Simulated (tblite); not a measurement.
Record of a relaxation.

Compound: C8H13BO.
Numbering: `[CH2:1]=[CH:2][CH2:3][O:4][BH:5][C@@:6]12[CH2:7][C@@H:8]([CH2:9]1)[CH2:10]2` (hydrogens: H11, H12 on C1; H13 on C2; H14, H15 on C3; H16 on B5; H17, H18 on C7; H19 on C8; H20, H21 on C9; H22, H23 on C10)

Computed with GFN2-xTB (tblite), gas phase: L-BFGS steps from a force-field or distance-geometry start until the largest atomic force falls under 0.01 eV/Å. 9 of its 123 geometries are shown.

Step 0: E = -787.6113 eV, largest atomic force 4.107 eV/Å
```
atom  x, y, z in Å  |  force x, y, z in eV/Å
C1      1.163   -3.360    1.043   -0.609   1.011  -0.906
C2      0.727   -2.419    0.177    0.729  -1.672   1.778
C3      0.193   -1.116    0.670   -0.659   0.035  -0.777
O4      1.201   -0.396    1.329   -1.102   2.009   0.834
B5      0.655    0.880    1.810    0.847  -1.007  -0.561
C6      0.760    2.178    0.882    0.171  -3.446   2.227
C7      1.477    3.476    1.276   -0.113   0.432  -0.101
C8      0.884    3.627   -0.127   -0.084   1.579  -1.442
C9      1.421    2.224   -0.498   -0.163   0.810  -0.112
C10    -0.434    2.978    0.368    0.500   0.854  -0.191
H11     1.538   -4.302    0.671    0.023   0.119   0.233
H12     1.114   -3.191    2.118    0.118  -0.133  -0.459
H13     0.768   -2.622   -0.870   -0.006   0.149  -0.407
H14    -0.171   -0.549   -0.229    0.023  -0.117   0.610
H15    -0.684   -1.313    1.344    0.426   0.229  -0.296
H16     0.149    0.960    2.880    0.118  -0.216  -0.202
H17     0.993    4.080    2.087    0.665  -0.540  -0.695
H18     2.589    3.421    1.337   -0.953   0.162   0.140
H19     0.949    4.532   -0.763   -0.008  -0.272   0.197
H20     2.533    2.123   -0.519   -1.031  -0.089  -0.180
H21     0.874    1.701   -1.314    0.704   0.338   0.539
H22    -1.006    3.562    1.126    0.288  -0.558  -0.706
H23    -1.050    2.487   -0.401    0.112   0.323   0.480
```

Step 15: E = -788.3509 eV, largest atomic force 0.873 eV/Å
```
atom  x, y, z in Å  |  force x, y, z in eV/Å
C1      1.225   -3.383    1.050   -0.173  -0.194   0.219
C2      0.736   -2.498    0.208    0.288   0.061  -0.005
C3     -0.011   -1.252    0.593   -0.100   0.178  -0.265
O4      0.676   -0.391    1.452   -0.447  -0.314   0.681
B5      0.615    0.859    1.892    0.553   0.358  -0.189
C6      0.834    2.157    0.953   -0.022   0.010   0.066
C7      1.506    3.537    1.247   -0.012   0.179  -0.029
C8      0.906    3.687   -0.149   -0.183   0.052  -0.065
C9      1.451    2.304   -0.478   -0.104  -0.050  -0.011
C10    -0.348    3.013    0.388   -0.051  -0.255   0.153
H11     1.677   -4.304    0.739    0.257  -0.020  -0.234
H12     1.136   -3.277    2.111   -0.120   0.159   0.303
H13     0.899   -2.630   -0.849   -0.123  -0.045  -0.173
H14    -0.294   -0.733   -0.318   -0.044   0.325  -0.422
H15    -0.960   -1.533    1.088    0.154  -0.070   0.104
H16     0.486    0.967    3.086    0.237   0.171  -0.417
H17     1.052    4.165    2.010   -0.016  -0.106   0.169
H18     2.592    3.610    1.299   -0.015  -0.291   0.094
H19     0.911    4.549   -0.800    0.140   0.279  -0.081
H20     2.529    2.240   -0.618   -0.026  -0.167   0.262
H21     0.938    1.796   -1.288   -0.041  -0.225  -0.079
H22    -0.933    3.569    1.121   -0.018  -0.089  -0.089
H23    -0.979    2.506   -0.339   -0.134   0.053   0.010
```

Step 30: E = -788.9156 eV, largest atomic force 0.346 eV/Å
```
atom  x, y, z in Å  |  force x, y, z in eV/Å
C1      1.227   -3.253    1.113   -0.080   0.120  -0.135
C2      0.778   -2.361    0.247   -0.122   0.122  -0.109
C3     -0.052   -1.142    0.574   -0.055   0.045   0.029
O4      0.411   -0.468    1.720   -0.057   0.135   0.156
B5      0.701    0.812    1.893    0.214   0.178  -0.206
C6      0.758    2.048    0.876   -0.139  -0.086   0.055
C7      1.454    3.394    1.240   -0.008  -0.163   0.127
C8      0.870    3.624   -0.151   -0.025   0.083   0.048
C9      1.403    2.240   -0.527    0.025  -0.044   0.008
C10    -0.406    2.947    0.345   -0.039  -0.152   0.133
H11     1.768   -4.121    0.766    0.000   0.101   0.144
H12     1.065   -3.156    2.177    0.050   0.031  -0.161
H13     0.927   -2.480   -0.817    0.138  -0.149  -0.006
H14    -0.108   -0.449   -0.281    0.059  -0.202   0.080
H15    -1.070   -1.505    0.803    0.031   0.185  -0.054
H16     1.026    1.076    2.991   -0.033  -0.120   0.147
H17     1.020    3.958    2.067    0.059  -0.032  -0.081
H18     2.541    3.363    1.313   -0.040   0.036   0.059
H19     0.931    4.542   -0.722    0.028   0.081  -0.176
H20     2.485    2.146   -0.554    0.091  -0.068  -0.060
H21     0.960    1.741   -1.387   -0.138  -0.023   0.045
H22    -0.965    3.481    1.115   -0.049  -0.048  -0.101
H23    -1.079    2.526   -0.405    0.091  -0.032   0.057
```

Step 46: E = -789.0015 eV, largest atomic force 0.119 eV/Å
```
atom  x, y, z in Å  |  force x, y, z in eV/Å
C1      1.207   -3.130    1.104    0.044   0.042  -0.006
C2      0.749   -2.285    0.199   -0.010   0.011  -0.001
C3     -0.050   -1.049    0.531   -0.038  -0.030  -0.084
O4      0.401   -0.466    1.734   -0.085   0.000  -0.060
B5      0.756    0.792    1.940    0.023  -0.023  -0.026
C6      0.780    2.007    0.921   -0.048  -0.015   0.061
C7      1.458    3.362    1.254    0.022  -0.021   0.014
C8      0.863    3.558   -0.141   -0.021   0.033  -0.008
C9      1.381    2.166   -0.506    0.018  -0.032   0.023
C10    -0.402    2.862    0.369   -0.013  -0.047   0.036
H11     1.802   -3.987    0.839   -0.054  -0.015  -0.045
H12     1.027   -2.984    2.156    0.009   0.074  -0.023
H13     0.925   -2.442   -0.858    0.017  -0.020   0.044
H14    -0.007   -0.339   -0.304    0.065   0.011   0.071
H15    -1.105   -1.333    0.672    0.032   0.028   0.040
H16     1.102    1.004    3.044   -0.023  -0.027   0.056
H17     1.018    3.937    2.067   -0.011  -0.006  -0.044
H18     2.541    3.353    1.340    0.049  -0.002  -0.048
H19     0.921    4.456   -0.746   -0.033   0.068  -0.092
H20     2.454    2.035   -0.613    0.079   0.021   0.071
H21     0.854    1.666   -1.317    0.043  -0.054  -0.034
H22    -1.010    3.394    1.099    0.032  -0.025  -0.007
H23    -1.021    2.385   -0.390   -0.097   0.028   0.062
```

Step 61: E = -789.0362 eV, largest atomic force 0.057 eV/Å
```
atom  x, y, z in Å  |  force x, y, z in eV/Å
C1      1.213   -3.042    1.094    0.020   0.019  -0.016
C2      0.733   -2.241    0.161   -0.020   0.007   0.012
C3     -0.050   -0.993    0.475   -0.007   0.004  -0.012
O4      0.344   -0.461    1.719   -0.006  -0.029   0.030
B5      0.753    0.770    1.980   -0.005   0.012   0.002
C6      0.812    1.988    0.969   -0.013   0.009  -0.009
C7      1.469    3.368    1.232    0.008   0.013  -0.022
C8      0.837    3.498   -0.158    0.003   0.001   0.008
C9      1.398    2.106   -0.467    0.015   0.030  -0.025
C10    -0.399    2.798    0.418    0.003   0.006  -0.011
H11     1.775   -3.928    0.857    0.000  -0.003  -0.010
H12     1.065   -2.820    2.138    0.020  -0.011  -0.013
H13     0.880   -2.446   -0.891   -0.044  -0.003   0.031
H14     0.068   -0.259   -0.327    0.025  -0.011   0.002
H15    -1.119   -1.245    0.549    0.019   0.002  -0.009
H16     1.062    0.935    3.103   -0.020   0.005   0.017
H17     1.038    3.970    2.031    0.009  -0.019  -0.031
H18     2.557    3.384    1.280   -0.005   0.012   0.009
H19     0.851    4.366   -0.815    0.001  -0.026   0.051
H20     2.480    2.021   -0.551    0.016  -0.013  -0.006
H21     0.909    1.551   -1.268   -0.009   0.005   0.019
H22    -0.978    3.353    1.155   -0.012  -0.023  -0.030
H23    -1.054    2.287   -0.288    0.001   0.011   0.015
```

Step 76: E = -789.0480 eV, largest atomic force 0.046 eV/Å
```
atom  x, y, z in Å  |  force x, y, z in eV/Å
C1      1.258   -3.025    1.067   -0.005  -0.006   0.019
C2      0.681   -2.249    0.172    0.026  -0.001  -0.008
C3     -0.030   -0.963    0.484    0.005  -0.002   0.019
O4      0.318   -0.456    1.753    0.012   0.016  -0.012
B5      0.717    0.780    2.014   -0.005  -0.005   0.018
C6      0.825    1.975    0.977    0.016  -0.012  -0.013
C7      1.472    3.362    1.229    0.005  -0.014   0.019
C8      0.837    3.477   -0.160    0.039  -0.001   0.002
C9      1.413    2.090   -0.462    0.003  -0.002   0.010
C10    -0.391    2.768    0.416    0.003   0.017  -0.014
H11     1.761   -3.936    0.792   -0.005  -0.004   0.001
H12     1.242   -2.771    2.113    0.032   0.025   0.021
H13     0.689   -2.503   -0.879   -0.025  -0.020  -0.023
H14     0.189   -0.230   -0.297   -0.019  -0.011  -0.030
H15    -1.114   -1.145    0.487   -0.021  -0.001  -0.010
H16     0.931    0.982    3.154    0.025  -0.018  -0.028
H17     1.038    3.966    2.023   -0.016   0.007   0.008
H18     2.559    3.390    1.274    0.002  -0.002   0.013
H19     0.843    4.347   -0.813    0.003  -0.005  -0.018
H20     2.496    2.011   -0.548   -0.019   0.004   0.014
H21     0.927    1.528   -1.261    0.000   0.016   0.018
H22    -0.981    3.318    1.147   -0.027   0.015   0.002
H23    -1.035    2.243   -0.287   -0.029   0.003  -0.009
```

Step 92: E = -789.0648 eV, largest atomic force 0.054 eV/Å
```
atom  x, y, z in Å  |  force x, y, z in eV/Å
C1      1.336   -2.996    1.049   -0.012  -0.011   0.001
C2      0.607   -2.309    0.192   -0.030  -0.045   0.000
C3     -0.030   -0.977    0.463   -0.001  -0.032   0.008
O4      0.335   -0.464    1.722   -0.013  -0.004  -0.005
B5      0.695    0.778    2.005   -0.010   0.006  -0.011
C6      0.785    1.990    0.988    0.042  -0.009  -0.007
C7      1.444    3.366    1.265    0.012   0.012  -0.015
C8      0.866    3.492   -0.148    0.002  -0.019  -0.019
C9      1.421    2.093   -0.430    0.017  -0.013   0.006
C10    -0.396    2.806    0.385   -0.009  -0.021   0.013
H11     1.744   -3.958    0.791    0.038   0.019   0.021
H12     1.540   -2.624    2.038   -0.002   0.018  -0.006
H13     0.401   -2.694   -0.798   -0.016   0.005  -0.031
H14     0.232   -0.283   -0.345   -0.023  -0.004   0.049
H15    -1.124   -1.107    0.458    0.032   0.033  -0.012
H16     0.936    0.955    3.144    0.003  -0.005  -0.021
H17     0.987    3.979    2.039    0.005  -0.004   0.003
H18     2.529    3.375    1.357    0.008   0.006  -0.003
H19     0.911    4.357   -0.804    0.000   0.001   0.006
H20     2.504    1.988   -0.485    0.011   0.018   0.025
H21     0.948    1.537   -1.241   -0.005   0.030   0.007
H22    -1.001    3.370    1.091   -0.028   0.003   0.013
H23    -1.025    2.288   -0.338   -0.022   0.015  -0.023
```

Step 107: E = -789.0688 eV, largest atomic force 0.030 eV/Å
```
atom  x, y, z in Å  |  force x, y, z in eV/Å
C1      1.365   -2.971    1.035   -0.011  -0.019   0.006
C2      0.559   -2.339    0.204   -0.016   0.024  -0.008
C3     -0.044   -0.987    0.458    0.000   0.005   0.006
O4      0.322   -0.472    1.715    0.001   0.004  -0.003
B5      0.687    0.769    1.998   -0.002   0.002  -0.011
C6      0.782    1.988    0.988    0.007  -0.004   0.003
C7      1.438    3.365    1.276    0.007   0.004   0.001
C8      0.873    3.493   -0.142    0.005  -0.010  -0.008
C9      1.435    2.097   -0.421    0.001  -0.014   0.004
C10    -0.395    2.805    0.376    0.006  -0.012  -0.002
H11     1.773   -3.938    0.803    0.010  -0.012  -0.001
H12     1.634   -2.540    1.983    0.013   0.017   0.012
H13     0.277   -2.767   -0.748    0.005  -0.010  -0.005
H14     0.255   -0.309   -0.350   -0.020   0.013  -0.003
H15    -1.141   -1.075    0.436    0.000  -0.003  -0.001
H16     0.936    0.937    3.136   -0.002   0.011   0.001
H17     0.974    3.974    2.049   -0.009  -0.001   0.006
H18     2.521    3.375    1.376    0.014  -0.003   0.004
H19     0.926    4.358   -0.799   -0.008   0.013   0.020
H20     2.519    1.995   -0.457   -0.001   0.011  -0.006
H21     0.972    1.545   -1.239    0.005   0.002  -0.005
H22    -1.008    3.365    1.080    0.002  -0.010  -0.014
H23    -1.016    2.296   -0.360   -0.007  -0.005   0.006
```

Step 122: E = -789.0703 eV, largest atomic force 0.010 eV/Å
```
atom  x, y, z in Å  |  force x, y, z in eV/Å
C1      1.365   -2.951    1.041   -0.003  -0.001  -0.003
C2      0.551   -2.335    0.206    0.000   0.002   0.003
C3     -0.070   -0.991    0.458   -0.002   0.005   0.002
O4      0.301   -0.471    1.712   -0.001   0.001  -0.002
B5      0.695    0.762    1.987    0.001  -0.006   0.003
C6      0.802    1.978    0.978   -0.006  -0.002   0.000
C7      1.442    3.359    1.279   -0.003  -0.001  -0.005
C8      0.874    3.494   -0.137   -0.006   0.000  -0.004
C9      1.452    2.107   -0.430    0.002   0.001   0.002
C10    -0.385    2.787    0.374    0.000   0.000   0.000
H11     1.784   -3.917    0.817    0.008  -0.004  -0.004
H12     1.635   -2.507    1.984   -0.002   0.000  -0.004
H13     0.273   -2.775   -0.743   -0.001   0.001   0.003
H14     0.209   -0.308   -0.354   -0.003   0.005  -0.001
H15    -1.164   -1.095    0.446    0.000  -0.002   0.005
H16     0.944    0.933    3.125    0.002   0.000   0.007
H17     0.971    3.954    2.059   -0.001  -0.001  -0.005
H18     2.525    3.380    1.379   -0.002   0.001   0.000
H19     0.915    4.370   -0.781    0.003   0.001  -0.003
H20     2.537    2.021   -0.469    0.006  -0.001   0.005
H21     0.997    1.556   -1.253   -0.002   0.000   0.004
H22    -1.006    3.332    1.082    0.002  -0.001  -0.002
H23    -1.003    2.277   -0.365    0.008   0.001  -0.001
```

Task: Summarise the path.

Result: The energy falls by 33.65 kcal/mol from step 0 to step 122; nine tenths of that is first reached at step 31. It falls at every step. The largest force goes from 4.107 to 0.010 eV/Å. Among the bonds O4–B5 changes most, from 1.470 to 1.324 Å; the atoms move by 0.466 Å rms after alignment.

The cost below is that of the whole relaxation. On one thread of an Arm Neoverse N1, shared host with 64 logical CPUs at a one-minute load of 60, this took 1.7 s of wall time.
